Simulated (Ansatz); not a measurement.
Job for Ansatz (a quantum-chemistry and plane-wave program): U-PBE0/def2-TZVPP on LiMg-, 2S+1 = 3, a spin state set in the input, which need not be the lowest. Charge -1.

Ansatz 0.2 input:
```yaml
crystal:
  periodic: [false, false, false]
  atoms:
    - {symbol: Li, position_ang: [0.00000000, 0.00000000, 0.00000000]}
    - {symbol: Mg, position_ang: [0.00000000, 0.00000000, 2.55500000]}
basis:
  gaussian:
    orbitals: def2-TZVPP
hamiltonian:
  xc: {name: PBE0}
total_charge: -1
magnetization: {spin_polarized: true, initial_magnetization: 2}
relax: {f_tol: 0.002, max_steps: 120}
```

Output:

```
WARN ansatz: RAYON_NUM_THREADS=2 ignored (pool sized by the plan → 2); use --threads N
Functional definition: PBE0
integrals: 0.01 GiB planned
433 factors; their error is unknown
mean field: 0.14 GiB planned
mean field evaluation 1: about -5643.6858 eV, gradient 6.6e0 eV
mean field evaluation 2: about -5643.5447 eV, gradient 7.6e0 eV
mean field evaluation 4: about -5644.5325 eV, gradient 4.2e-1 eV
mean field evaluation 8: about -5644.5592 eV, gradient 5.5e-2 eV
mean field evaluation 16: about -5644.5594 eV, gradient 7.3e-5 eV
mean field evaluation 32: about -5644.5594 eV, gradient 1.9e-6 eV
mean field evaluation 64: about -5643.5227 eV, gradient 3.9e0 eV
mean field -5644.55940181 eV, -207.4337319969 hartree, gradient 2.4e-6 eV, S^2 2.017842; 10 other end points of the search recorded, 0 dependent functions left out
the calculation of the forces begins
reference -5644.55942497 eV, -207.4337328478 hartree; 9, 7 occupied and 42, 44 virtual orbitals, 433 factors
relax step   1: F+E_penalty+E_count = -5644.55940181 eV  Δ(F+E_penalty+E_count) = +0.000e0 eV  max|allowed force component| = 6.049e-1 eV/Å  Δτ_max = 0.0000 Å  (170 SCF iters, accepted)
these checks for a lower state are left out or cut short: starts, cluster_reference, orbital_swaps, neighbouring_geometries, increment
integrals: 0.01 GiB planned
433 factors; their error is unknown
mean field: 0.14 GiB planned
mean field -5644.63948521 eV, -207.4366750073 hartree, gradient 7.4e-6 eV, S^2 2.017581; 0 other end points of the search recorded, 0 dependent functions left out
the calculation of the forces begins
reference -5644.63950841 eV, -207.4366758598 hartree; 9, 7 occupied and 42, 44 virtual orbitals, 433 factors
relax step   2: F+E_penalty+E_count = -5644.63948521 eV  Δ(F+E_penalty+E_count) = -8.008e-2 eV  max|allowed force component| = 1.178e-1 eV/Å  Δτ_max = 0.1186 Å  (48 SCF iters, accepted)
these checks for a lower state are left out or cut short: starts, cluster_reference, orbital_swaps, neighbouring_geometries, increment
integrals: 0.01 GiB planned
433 factors; their error is unknown
mean field: 0.14 GiB planned
mean field -5644.64422990 eV, -207.4368493715 hartree, gradient 6.1e-6 eV, S^2 2.017261; 0 other end points of the search recorded, 0 dependent functions left out
the calculation of the forces begins
reference -5644.64425307 eV, -207.4368502230 hartree; 9, 7 occupied and 42, 44 virtual orbitals, 433 factors
relax step   3: F+E_penalty+E_count = -5644.64422990 eV  Δ(F+E_penalty+E_count) = -4.745e-3 eV  max|allowed force component| = 2.470e-2 eV/Å  Δτ_max = 0.0340 Å  (47 SCF iters, accepted)
these checks for a lower state are left out or cut short: starts, cluster_reference, orbital_swaps, neighbouring_geometries, increment
integrals: 0.01 GiB planned
433 factors; their error is unknown
mean field: 0.14 GiB planned
mean field evaluation 96: about -5644.6445 eV, gradient 2.2e-4 eV
mean field -5644.64447562 eV, -207.4368584017 hartree, gradient 8.7e-6 eV, S^2 2.017135; 0 other end points of the search recorded, 0 dependent functions left out
the calculation of the forces begins
reference -5644.64449878 eV, -207.4368592528 hartree; 9, 7 occupied and 42, 44 virtual orbitals, 433 factors
relax step   4: F+E_penalty+E_count = -5644.64447562 eV  Δ(F+E_penalty+E_count) = -2.457e-4 eV  max|allowed force component| = 2.411e-3 eV/Å  Δτ_max = 0.0112 Å  (45 SCF iters, accepted)
these checks for a lower state are left out or cut short: starts, cluster_reference, orbital_swaps, neighbouring_geometries, increment
integrals: 0.01 GiB planned
433 factors; their error is unknown
mean field: 0.14 GiB planned
mean field -5644.64447808 eV, -207.4368584921 hartree, gradient 6.4e-6 eV, S^2 2.017146; 0 other end points of the search recorded, 0 dependent functions left out
the calculation of the forces begins
reference -5644.64450124 eV, -207.4368593432 hartree; 9, 7 occupied and 42, 44 virtual orbitals, 433 factors
relax step   5: F+E_penalty+E_count = -5644.64447808 eV  Δ(F+E_penalty+E_count) = -2.459e-6 eV  max|allowed force component| = 6.577e-5 eV/Å  Δτ_max = 0.0010 Å  (40 SCF iters, accepted)
integrals: 0.01 GiB planned
433 factors; their error is unknown
mean field: 0.14 GiB planned
mean field evaluation 128: about -5644.6445 eV, gradient 1.0e-3 eV
mean field evaluation 160: about -5644.5428 eV, gradient 1.8e-1 eV
mean field -5644.64447808 eV, -207.4368584921 hartree, gradient 6.4e-6 eV, S^2 2.017146; 11 other end points of the search recorded, 0 dependent functions left out
the calculation of the forces begins
reference -5644.64450124 eV, -207.4368593432 hartree; 9, 7 occupied and 42, 44 virtual orbitals, 433 factors
Total energy: -5644.64450124 eV, -207.4368593432 hartree
Atom 0 at    -0.000000    -0.000000    -0.162724 Å, force     0.000000     0.000000     0.000066 eV/Å
Atom 1 at     0.000000     0.000000     2.717724 Å, force    -0.000000    -0.000000    -0.000066 eV/Å
Dipole moment:    -0.000000     0.000000     0.819578 e Å
```

The run converged.

Cost: very roughly 16 core-seconds.
